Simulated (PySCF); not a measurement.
# Ionisation energy of Xe by level of theory

Xe [Xe] (1S) → Xe⁺ [Kr] 4d10 5s2 5p5 (2P), as a difference of total energies. Calculation: PySCF 2.14, in x2c-QZVPPall with one added diffuse shell each of s, p, d, f type (14s10p8d5f1g, 128 functions); the spin-free X2C one-electron Hamiltonian (Gaussian nucleus). Correlated levels: valence: [Kr] 4d10 frozen; valence and next inner shell: [Ar] 3d10 frozen. The calculations carry no spin-orbit coupling.

```tsv
method	ionisation energy (eV)	error (eV)
UHF	11.448	-1.117
LDA	12.625	+0.060
PBE	12.330	-0.235
PBE0	12.390	-0.175
r2SCAN	12.415	-0.150
B3LYP	12.435	-0.130
BP86	12.463	-0.102
r2SCAN0	12.435	-0.130
MP2 (valence)	12.386	-0.179
SCS-MP2 (valence)	12.331	-0.234
MP2 (valence and next inner shell)	12.540	-0.025
SCS-MP2 (valence and next inner shell)	12.439	-0.126
```

Reference: 12.565 eV (measured; NIST levels, between the centres of gravity of the two terms).

Errors of the correlated levels include the incompleteness of this basis and the frozen core.
